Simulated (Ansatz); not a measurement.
Basis-set extrapolation for C$_{2}$H$_{9}$BSSi (`B[Si](C)(C)S`) (PBE0-D4/def2-TZVP geometry, frozen core, Ansatz 0.2.0). Multiplicity 1, RHF reference.

```tsv
	def2-TZVPP	def2-QZVPP
HF	-792.196270	-792.221192
MP2 correlation	-0.780654	-0.834373
CCSD(T) correlation	-0.882513	not run
```

Energies in hartree. Use E(X) = E(∞) + A·exp(−7.88·√X) for Hartree–Fock and E(X) = E(∞) + B·X^(−2.97) for correlation, with X = 3 and 4, and add CCSD(T) minus MP2 of the smaller set to the MP2 limit.

**Question.** What is the CCSD(T) energy at the basis-set limit?

**Answer.** HF limit: -792.221192 + (-0.024922) × 0.13774 = -792.22462. MP2 limit: -0.834373 + (-0.053719) × 0.74074 = -0.87416. Higher-order term: -0.882513 − (-0.780654) = -0.10186. Total: -793.20064 hartree, 319.9 kJ/mol below CCSD(T)/def2-TZVPP.
